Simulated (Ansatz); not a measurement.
`[F][Ge]([F])([F])[SeH]` + `CNC` → `C[N](C)[Ge]([F])([F])[F]` + H₂Se at 700 K and 1 bar (ligand exchange at a Ge–Se bond).

Gas-phase electronic energies from Ansatz, PBE0-D4/def2-TZVP geometries. CCSD(T)/CBS adds triple-zeta CCSD(T) − MP2 to the extrapolated MP2 energy (def2 sets, frozen cores). For Ge, Se outer-core shells are correlated without core-valence functions, which leaves a few kJ/mol of doubt a bond. Scalar relativity is left out up to krypton. One conformer a species, not always the lowest.

| species | CCSD(T)/CBS energy (Eh) | H − E (kJ/mol) | S (J/(mol·K)) |
| --- | --- | --- | --- |
| `[F][Ge]([F])([F])[SeH]` | -4776.93734 | 107.0 | 462.1 |
| `CNC` | -135.00321 | 296.9 | 352.4 |
| `C[N](C)[Ge]([F])([F])[F]` | -2510.03269 | 335.1 | 553.6 |
| H₂Se | -2401.89790 | 61.1 | 251.1 |

H − E and S are ideal-gas, rigid-rotor, harmonic terms from PBE0-D4/def2-TZVP, for one conformer and one mirror image of each species. 1 Eh = 2625.50 kJ/mol, R = 8.31446 J/(mol·K).

Task: By hand: ΔE, ΔH, ΔS and ΔG.

Result: ΔE = (-2510.03269) + (-2401.89790) − (-4776.93734) − (-135.00321) = 0.00996 Eh = 26.1 kJ/mol. Δ(H − E) = 335.1 + 61.1 − 107.0 − 296.9 = -7.7, so ΔH = 18.4 kJ/mol. ΔS = 553.6 + 251.1 − 462.1 − 352.4 = -9.8 J/(mol·K). ΔG = 18.4 − 700 × (-9.8)/1000 = 25.3 kJ/mol.

Task: By hand: the equilibrium constant, and the temperature at which ΔG would vanish if ΔH and ΔS stayed fixed.

Result: log₁₀ K = −ΔG/(RT ln 10) = -1.9. ΔH and −TΔS have one sign here, so there is no such temperature.

TΔS isn't small against ΔH here. A doubt of 5 kJ/mol in ΔE shifts log₁₀ K by 0.4 here. Other conformers and mirror images would add mixing entropy, several J/(mol·K) or more a flexible species. Modes under 60 cm⁻¹, often nearly free rotors, make the harmonic entropy too high. These are equilibria of isolated gas molecules and say nothing of rates. Largest T1 diagnostic: 0.012 (customary marks: 0.02 for closed shells, 0.045 for open ones).

ΔS is within the doubt of such terms, so its sign, and with it that verdict, could turn.
